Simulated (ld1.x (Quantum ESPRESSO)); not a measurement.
Results of a calculation; reference values are marked as such.
Potentials for F compared

Generated with ld1.x 7.5 (TM, RRKJ, ultrasoft, PAW), atompaw 4.2 or ONCVPSP 4.0.1. The cutoff is in Ry: for ld1.x and atompaw files where the sum of valence levels is converged to 10 mRy in a Bessel basis, for ONCV files where the hardest occupied wave has 1 mHa per electron of residual kinetic energy. The error is the largest all-electron minus pseudo excitation energy over each file’s own four to seven test configurations (ionisations up to +4, promotions, holes and added fractions of an electron), all of which were solved. The labels leave out finer settings (local radius, basis sizes, second energies), which also bear on the numbers. Spin-polarised tests are not counted. The rows are a selection from randomly drawn settings: files with unsolved tests, undetermined cutoffs or missed reference levels are left out.

```csv
potential,cutoff (Ry),largest error (meV),bound ghosts
"RRKJ, LDA (PZ), scalar-relativistic, rc 0.80/2.42/1.75 (spd), local s, core correction yes, reference 2s2 2p3",140,+8584,none
"ultrasoft, PBEsol, non-relativistic, rc 0.80/1.35/1.25 (spd), local smoothed, core correction no, reference 2s2 2p5",40,+1248,none
"ultrasoft, PBE, scalar-relativistic, rc 0.60/1.15 (sp), local smoothed, core correction no, reference 2s2 2p3",100,+267,none
"TM semilocal, LDA (PZ), non-relativistic, rc 0.55/0.75/0.80 (spd), local s, core correction yes, reference 2s2 2p4",230,+89,none
"ultrasoft, PBE, non-relativistic, rc 0.70/1.30 (sp), local smoothed, core correction yes, reference 2s2 2p5",60,+21,none
```

(1) Fill in the row for F: ultrasoft, PBE, scalar-relativistic, rc 0.90/1.30 (sp), local smoothed, core correction yes, reference 2s2 2p3.

(2) Fill in the row for F: PAW, LDA (PZ), non-relativistic, rc 0.85/1.30 (sp), local smoothed, core correction yes, reference 2s2 2p4.5.

(3) Fill in the row for F: TM, LDA (PZ), scalar-relativistic, rc 0.50/0.80/0.85 (spd), local s, core correction no, reference 2s1 2p6.

Answers

(1) cutoff 45 Ry, largest error +118 meV, bound ghosts: none.

(2) cutoff 45 Ry, largest error -27 meV, bound ghosts: none.

(3) cutoff 300 Ry, largest error +564 meV, bound ghosts: none.
